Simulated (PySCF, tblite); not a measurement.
Isomers of C5H10OSi, one GFN2-xTB conformer each. Single-point energies are computed at PBE0/pcSseg-1 (PySCF, gas phase, no added dispersion term), electronic only.

```csv
SMILES,GFN2-xTB relative energy (kcal/mol)
C=C[Si@@H]1CCCO1,21.3
C[C@H]1C=CO[SiH2]C1,0.0
[SiH3]O/C=C\C1CC1,15.7
```

Conformers: `[CH2:1]=[CH:2][Si@@H:3]1[CH2:4][CH2:5][CH2:6][O:7]1` with C1–C2–Si3–C4 -110°, C2–Si3–C4–C5 -100°, Si3–C4–C5–C6 -31°, C4–C5–C6–O7 41°, C5–C6–O7–Si3 -31°; `[CH3:1][C@H:2]1[CH:3]=[CH:4][O:5][SiH2:6][CH2:7]1` with C1–C2–C3–C4 160°, C3–C4–O5–Si6 -11°, C4–O5–Si6–C7 -9°, O5–Si6–C7–C2 39°; `[SiH3:1][O:2]/[CH:3]=[CH:4]\[CH:5]1[CH2:6][CH2:7]1` with Si1–O2–C3–C4 -164°, C3–C4–C5–C6 146°.

Problem. What does PBE0/pcSseg-1 give for the same structures?

Solution. 
| SMILES | PBE0/pcSseg-1 E (Eh) | PBE0/pcSseg-1 (kcal/mol) | GFN2-xTB (kcal/mol) | point group |
| --- | --- | --- | --- | --- |
| C[C@H]1C=CO[SiH2]C1 | -560.79793 | 0.0 | 0.0 | C1 |
| C=C[Si@@H]1CCCO1 | -560.79451 | 2.1 | 21.3 | C1 |
| [SiH3]O/C=C\C1CC1 | -560.74548 | 32.9 | 15.7 | C1 |

Both levels put the same isomer lowest; measured from each level's own lowest isomer, the values differ by up to 19.2 kcal/mol (C=C[Si@@H]1CCCO1: 21.3 against 2.1). As drawn, the lowest has an Si–C bond, which the highest lacks; the highest has a three-membered ring, which the lowest lacks. Neighbours under 2.5 kcal/mol apart (C[C@H]1C=CO[SiH2]C1 and C=C[Si@@H]1CCCO1) can change places with a better method, another conformer or zero-point energy.

Problem. Which frontier levels, dipoles and rotational constants go with these structures?

Solution. 
```
             SMILES  HOMO (eV, PBE0/pcSseg-1)  LUMO (eV)  dipole (D)       A, B, C (MHz)
C[C@H]1C=CO[SiH2]C1                     -6.55       0.63        1.34    3799, 1865, 1328
   C=C[Si@@H]1CCCO1                     -7.73      -0.43        1.48    4836, 1409, 1261
  [SiH3]O/C=C\C1CC1                     -6.22       0.28        0.70  7190, 842.3, 809.9
```

Problem. What happens when harmonic zero-point energies from GFN2-xTB frequencies are added?

Solution. 
| SMILES | ZPE (kcal/mol) | electronic (kcal/mol) | with ZPE (kcal/mol) |
| --- | --- | --- | --- |
| C[C@H]1C=CO[SiH2]C1 | 85.3 | 0.0 | 0.0 |
| C=C[Si@@H]1CCCO1 | 86.2 | 2.1 | 3.1 |
| [SiH3]O/C=C\C1CC1 | 82.5 | 32.9 | 30.1 |

The zero-point energies span 3.7 kcal/mol. The order is unchanged.
